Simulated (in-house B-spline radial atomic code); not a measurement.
The numbers below are computed, except where a source is named.
F ion on Sb atom: potential, deflection and energy transfer

The pair potential comes from two frozen, spherical free-atom densities (PBE, B-spline radial code, scalar-relativistic past argon): electrostatics plus the change in Thomas-Fermi kinetic and Dirac exchange energy where they overlap, the recipe behind the universal ZBL potential, which averages such potentials (from solid-state densities) over many pairs. It is written V = (Z1 Z2 e²/r) φ(r/a), with e² = 14.3996 eV·Å and a = 0.46850 Å/(Z1^0.23 + Z2^0.23); ZBL's fit is φ = 0.18175 e^(−3.1998x) + 0.50986 e^(−0.94229x) + 0.28022 e^(−0.4029x) + 0.02817 e^(−0.20162x). Where φ falls below 4e-4 it is continued as an exponential.

Masses 19.0 and 121.76 u.

```
x = r/a  φ, this pair     φ, ZBL
    0.1        0.8849     0.8928
   0.25        0.7612     0.7647
    0.5        0.6105     0.6096
      1        0.4208     0.4164
    1.5        0.3049     0.2995
      2        0.2288     0.2218
      3        0.1377     0.1292
      4       0.08653    0.08026
      5       0.05565    0.05224
    6.5       0.03088    0.02914
      8       0.01809    0.01705
     10       0.00907   0.008778
     12      0.004729    0.00474
   14.5      0.002269   0.002328
     17      0.001154   0.001212
     20     0.0005171  0.0005882
```

**Question.** At x = 1 the electrostatic, kinetic and exchange parts are 18058.29, 6713.95 and -265.61 eV. Find r, V and φ.

**Answer.** a = 0.46850/(1.6576 + 2.4703) = 0.11350 Å, so r = 0.11350 Å. V = 18058.29 + 6713.95 + (-265.61) = 24506.63 eV. The bare repulsion is 9 × 51 × 14.3996/0.11350 = 58234 eV, so φ = 0.4208, +1.1 % against ZBL's 0.4164. The kinetic (Pauli) term is 27 % of V here.

**Question.** The ion comes in at 0.6732 keV with impact parameter 0.0567 Å. The scattering integral gives a centre-of-mass angle of 164.8° and a closest approach of 5.189 a. What are the reduced energy, the energy passed on and the laboratory angles?

**Answer.** ε = E a M2/(Z1 Z2 e² (M1 + M2)) = 673.2 × 1.4854e-05 = 0.01. The most that one collision can pass on is γE with γ = 4 M1 M2/(M1 + M2)² = 0.4670. Here T = γE sin²(θ/2) = 0.4670 × 673.2 × 0.9826 = 308.9 eV. The ion turns by arctan(sin θ/(cos θ + M1/M2)) = 162.1° (second quadrant: it bounces back), and the struck atom leaves at (180° − θ)/2 = 7.6°. The closest approach is 0.589 Å. With ZBL the angle would be 164.45° and T = 308.7 eV.
